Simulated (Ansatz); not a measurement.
Geometry optimisation, Ansatz, RKS BHLYP-D4/def2-mTZVP.

input.yaml

```yaml
crystal:
  periodic: [false, false, false]
  atoms:
    - { symbol: C, position_ang: [-0.8901, -1.0655, -0.5521] }
    - { symbol: C, position_ang: [0.1752, -0.0947, -0.1861] }
    - { symbol: Br, position_ang: [1.6925, -0.3363, -1.2335] }
    - { symbol: C, position_ang: [0.1218, 0.8222, 0.7972] }
    - { symbol: S, position_ang: [1.2663, 1.92, 1.3018] }
    - { symbol: H, position_ang: [-1.8306, -0.8442, 0.0504] }
    - { symbol: H, position_ang: [-1.2044, -0.8669, -1.6046] }
    - { symbol: H, position_ang: [-0.5968, -2.0479, -0.4401] }
    - { symbol: H, position_ang: [-0.8895, 0.8897, 1.3825] }
    - { symbol: H, position_ang: [2.2388, 1.5724, 0.4875] }
basis:
  gaussian: { orbitals: def2-mTZVP }
hamiltonian:
  xc: { name: BHLYP }
  dispersion: d4
relax:
  f_tol: 0.015
  max_steps: 40
```

Command:

```bash
$ ansatz run input.yaml --threads 2 --pin off --max-ram 3072MiB --backend cpu --events-out ev --progress --plain --runs-dir out
```

**Question.** Where does it end, and by what steps?

**Answer.** It converged. After 6 steps the energy has fallen by 0.450 eV; H9 moved furthest, 0.09 Å.

```
step  energy less start (eV)  largest force component (eV/Å)  accepted
   0                  0.0000                           3.675       yes
   1                 -0.3842                           1.424       yes
   2                 -0.4264                           0.518       yes
   3                 -0.4466                           0.218       yes
   4                 -0.4493                           0.132       yes
   5                 -0.4498                           0.036       yes
   6                 -0.4499                           0.008       yes
```

```xyz
10
Properties=species:S:1:pos:R:3
C -0.943 -1.034 -0.561
C 0.161 -0.110 -0.185
Br 1.741 -0.339 -1.234
C 0.097 0.794 0.772
S 1.273 1.956 1.353
H -1.807 -0.854 0.068
H -1.235 -0.892 -1.595
H -0.642 -2.068 -0.444
H -0.827 0.864 1.319
H 2.264 1.633 0.510
```

Run time: 21 s on 2 threads of Intel(R) Xeon(R) 6975P-C (Granite Rapids), on a shared host, peak memory 0.35 GiB.
